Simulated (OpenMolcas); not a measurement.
**Levels of Cu5+ by method**

- Program: OpenMolcas
- Basis: ANO-RCC-VQZP [7s6p4d3f2g1h]
- Scalar Hamiltonian: DKH2, point nucleus
- Active space: 6 electrons in 5 orbitals (3d)
- State averaging: 2S+1 = 5 even, 5 roots; 2S+1 = 3 even, 45 roots; 2S+1 = 1 even, 50 roots
- Spin-orbit coupling: state interaction with AMFI integrals over the reference wave functions, term energies averaged over their components

Methods on the same reference wave functions:
A. CASSCF
B. SS-CASPT2, IPEA 0.25 Eh, imaginary shift 0.1 Eh (closed shells correlated: 3s 3p)
C. MS-CASPT2, IPEA 0.25 Eh, imaginary shift 0.1 Eh (closed shells correlated: 3s 3p)

Energies in eV above 3d6 5D4, the measured ground level; measured values from Sugar and Musgrove, J. Phys. Chem. Ref. Data 19, 527 (1990).

```csv
Level,A,B,C,Measured
3d6 5D4,0.0000,0.0000,0.0000,0.0000
3d6 5D3,0.1392,0.1401,0.1401,0.1483
3d6 5D2,0.2343,0.2338,0.2339,0.2463
3d6 5D1,0.2950,0.293,0.294,0.3087
3d6 5D0,0.3246,0.322,0.323,0.3389
3d6 3H6,4.0799,3.825,3.825,3.7713
3d6 3H5,4.1459,3.884,3.884,3.8447
3d6 3H4,4.1894,3.911,3.911,3.8792
3d6 3P2(1),4.4269,3.634,3.634,3.6309
3d6 3F4(1),4.6529,4.090,4.089,4.0612
3d6 3F3(1),4.7333,4.150,4.150,4.1282
3d6 3F2(1),4.7958,4.203,4.203,4.1832
3d6 3P1(1),4.8336,4.043,4.041,4.0524
3d6 3P0(1),4.9848,4.193,4.191,4.1991
3d6 3G5,5.1497,4.686,4.686,4.6343
3d6 3G4,5.2875,4.813,4.813,4.7695
3d6 3G3,5.3362,4.858,4.858,4.8239
3d6 1I6,6.1714,5.840,5.840,5.7536
3d6 1G4(1),6.5426,6.012,6.012,5.9031
3d6 3D1,6.6389,5.845,5.845,5.8084
3d6 3D2,6.6395,5.839,5.839,5.7918
3d6 3D3,6.6805,5.886,5.886,5.8420
3d6 1S0(1),7.5825,6.730,6.726,6.6687
3d6 1D2(1),8.0762,6.913,6.913,6.7878
```

Deviations, from unrounded energies. A percentage is the sum of absolute deviations over the sum of measured energies, with the sign that they share, or ± where signs differ.

```tsv
Against measurement	Levels	A	B	C
mean absolute deviation (cm-1)	23	4400	320	320
fine structure of the ground term (%)	4	-4.7	-5.0	-5.0
other terms of the ground configuration (%)	19	+13.4	±0.9	±0.9
```

B, C lie about equally close to measurement and A furthest from it. The largest miss of C in the table is 3d6 1D2(1), by +1000 cm-1. The ranking rests on the paired levels alone, and a cruder setting can come out closer through cancelling errors.

Between B and C the level of the table that moves most is 3d6 1S0(1), by 33 cm-1 (lowest in C, highest in B). Moves below CASPT2's spread within the term are not significant.

The two smallest mean deviations differ by little beside CASPT2's spread within terms, so their order carries little weight.

From A to B the spin-free energies of the other terms of 3d6 shown, above 5D, scale by factors of 0.82 to 0.94, as is usual when dynamic correlation screens the repulsion within a d or f shell.

The lowest spin-free term lies below A's lowest term by 0.535 hartree in B, 0.535 hartree in C.

CASPT2 breaks the degeneracy within a term, and the mean is taken; among the terms shown or strongly mixed into the levels shown the widest spread is 1000 cm-1 (3d6 1I, C). Without dynamic correlation excited terms often stand tens of per cent too high (terms of higher spin than the ground term too low), and those without a measured partner can miss by more than the paired ones (holds for A). Some levels mix across a computed gap that differs much from the measured one, so their mixing is not that of the real levels (holds for A). The CASPT2 spread within a term exceeds the gap to the next term for 3d6 1I and 3d6 3D, so the order of their levels is uncertain (holds for C). Computed and measured levels are paired by configuration, term and J; levels that our copy of the source lacks, or whose pairing is in doubt (as where it misses far off the trend of its configuration), stay unpaired and out of the deviations. Only configurations of the active space appear. Levels that lie high or do not pair safely by name in every column are left out.

A number in round brackets counts repeated terms of one configuration in the order of the reference energies.
